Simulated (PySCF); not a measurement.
A structure optimised at PBE-D3(BJ)/def2-SVP, used in a PySCF frequency run:

```
C
C 1 1.3574
H 1 1.0991 2 123.21
H 2 1.1041 1 125.25 3 0.53
C 2 1.5105 4 120.49 1 -179.83
N 5 1.2909 2 120.84 4 179.69
H 5 1.1138 6 120.72 2 179.96
Si 6 1.7883 5 105.12 7 -177.32
F 8 1.6356 6 111.61 5 -122.55
H 8 1.4964 9 107.42 6 122.54
```
Charge 0, spin multiplicity 1.

Task: Write its SMILES and formula.

Result: F[Si@H]1C=CC=N1, C3H4FNSi

Task: What are its rotational constants (standard atomic weights)?

Result: 5.7689, 2.6681, 2.0630 GHz
